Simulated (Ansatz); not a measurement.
Isomers of Cu5H6 (doublet), relaxed with r2SCAN-D4/def2-SVP; total energies from Ansatz at RPA@PBE/def2-TZVP.

```tsv
isomer	description	energy (Eh)
A	point group C2v; 3 × Cu–Cu 2.57 to 3.17 Å; 12 × Cu–H 1.60 to 1.74 Å	-8200.78151
B	point group D5h; 10 × Cu–H 1.62 Å	-8200.80693
C	point group not assigned; 14 × Cu–H 1.60 to 1.89 Å	-8200.80317
```

Correlated methods freeze 45 core orbitals.

The isomers come from a short search, and lower ones may exist.

**Question.** Work out the relative energies (1 Eh = 2625.5 kJ/mol) and the Boltzmann populations at 500 K from electronic energies alone (R = 8.314 J/mol/K).

**Answer.** ΔE: A 66.7, B 0.0, C 9.9 kJ/mol. RT = 4.16 kJ/mol. Factors exp(−ΔE/RT): A 1.09e-07, B 1, C 0.0926; sum 1.093. Populations: A 0.0 %, B 91.5 %, C 8.5 %. Zero-point energy, vibrational entropy and symmetry numbers are left out and can shift these; an error of 4 kJ/mol changes a ratio by a factor of 2.6. Over the other density-functional and correlated levels in def2 sets, the gap between B and C ranges from 5 to 259 kJ/mol.
